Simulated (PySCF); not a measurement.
C3H7BSn.
Atom-mapped SMILES: `[BH2:1][SnH2:2][CH2:3][C:4]#[CH:5]` (hydrogens: H6, H7 on B1; H8, H9 on Sn2; H10, H11 on C3; H12 on C5)

Method: PySCF 2.14.0, PBE0-D3(BJ)/def2-SVP geometry optimisation, gas phase, def2 core potentials past Kr; density fitting, grid level 1; the optimiser is geomeTRIC in internal coordinates, started from a GFN2-xTB structure with every atom displaced at random (about 0.01 Å).

Step 0: E = -9721.2241 eV
```
atom  x, y, z in Å  |  force x, y, z in eV/Å
B1      2.1054   -0.1252    1.1088   -0.611   0.050  -0.499
Sn2     0.4221   -1.3176    0.3495   -0.724   0.397  -0.091
C3     -1.3567   -0.0942   -0.2152    1.372   0.801   0.576
C4     -0.9604    0.9282   -1.1562   -1.084  -2.220   1.963
C5     -0.6594    1.7594   -1.9475    0.562   1.338  -1.198
H6      2.2383    0.0490    2.2459    0.270   0.078   1.292
H7      2.7892    0.4597    0.3616    0.661   0.359  -0.597
H8     -0.1796   -2.4733    1.3885   -0.302  -0.482   0.703
H9      0.7612   -2.2160   -0.9983    0.281  -0.390  -0.915
H10    -2.0911   -0.7583   -0.6180   -0.719  -0.751  -0.437
H11    -1.7491    0.3563    0.7080   -0.038  -0.039   0.033
H12    -0.4056    2.5131   -2.6256    0.332   0.860  -0.829
```

Step 1: E = -9721.4452 eV
```
atom  x, y, z in Å  |  force x, y, z in eV/Å
B1      2.0416   -0.0530    1.0855   -0.114  -0.227  -0.019
Sn2     0.3914   -1.3995    0.3029    0.041  -0.380   0.002
C3     -1.3036   -0.0859   -0.1779   -0.322  -0.377  -0.066
C4     -0.9599    0.9314   -1.1327    0.119   0.137  -0.126
C5     -0.6289    1.7744   -1.9413    0.010   0.060  -0.007
H6      2.1640    0.1278    2.2740   -0.005   0.035  -0.031
H7      2.7890    0.5047    0.3234    0.014   0.038  -0.019
H8     -0.2443   -2.5450    1.4803    0.210   0.315  -0.323
H9      0.7865   -2.2978   -1.1546   -0.113   0.289   0.423
H10    -2.0945   -0.7565   -0.5747    0.161   0.196   0.122
H11    -1.6711    0.3445    0.7668    0.017  -0.010   0.000
H12    -0.3558    2.5361   -2.6504   -0.017  -0.077   0.044
```

**Question.** Estimate the geometry and energy of step 2. (The exact step hangs on the optimiser's Hessian estimate; all steps are aligned on step 1, rigid shifts and turns removed.)

**Answer.** E = -9721.4736 eV, largest force 0.123 eV/Å
```
atom  x, y, z in Å  |  force x, y, z in eV/Å
B1      2.0284   -0.0639    1.0736   -0.010  -0.009  -0.006
Sn2     0.3882   -1.3974    0.3079   -0.012   0.065   0.027
C3     -1.3147   -0.0981   -0.1786   -0.084  -0.087  -0.021
C4     -0.9550    0.9249   -1.1284    0.035   0.007  -0.010
C5     -0.6100    1.7690   -1.9295   -0.005   0.007   0.025
H6      2.1599    0.1318    2.2577    0.015   0.013  -0.004
H7      2.7629    0.5012    0.3022    0.019   0.007   0.008
H8     -0.2111   -2.5237    1.4554   -0.011  -0.042   0.058
H9      0.7747   -2.2615   -1.1166    0.020  -0.014  -0.074
H10    -2.1038   -0.7587   -0.5745    0.019   0.044   0.009
H11    -1.6814    0.3309    0.7667    0.008   0.016  -0.003
H12    -0.3239    2.5266   -2.6344    0.005  -0.008  -0.009
```

The energy changes by -0.0284 eV. The first-order estimate −F·Δx gives -0.0596 eV and the mean of the old and new forces, exact on a quadratic surface, -0.0275 eV. The step makes an angle of 55° with the force vector and moves no atom by more than 0.054 Å.

The cost below is that of the whole optimisation. The run took 29 s wall on one thread of an Arm Neoverse V2, no GPU, shared host with 96 logical CPUs at a one-minute load of 12, and the process peaked at 0.51 GiB of memory.
